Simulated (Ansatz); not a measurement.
Molecule: cyanosilylidyne, CNSi, net charge 0, doublet state. It need not be the lowest isomer of its formula. 
Structure (B3LYP-D3(BJ)/def2-TZVP (Ansatz, a first-principles code) minimum search):
```xyz
3

Si     0.0000     0.0000    -1.1899
C      0.0000     0.0000     0.6549
N      0.0000     0.0000     1.8185
```
Charge 0, spin multiplicity 2.

### Question
Give the harmonic wavenumbers at B3LYP-D3(BJ)/def2-TZVP (Ansatz, finite differences of forces, unscaled).

### Answer
204, 295, 568, 2156 cm⁻¹. Zero-point energy 4.6 kcal/mol.

### Question
From these and the geometry, give the ideal-gas thermochemistry at 298.15 K and 1 atm (rigid rotor, harmonic oscillator).

### Answer
Point group C∞v, rotational symmetry number 1. Rotational constants 5.539, 5.539 GHz. S(trans) 37.89, S(rot) 15.94, S(vib) 4.05, S(elec, spin only) 1.38, S 59.3 cal/(mol K). H(298) - H(0) 2.80 kcal/mol; G - E(el) -10.3 kcal/mol.
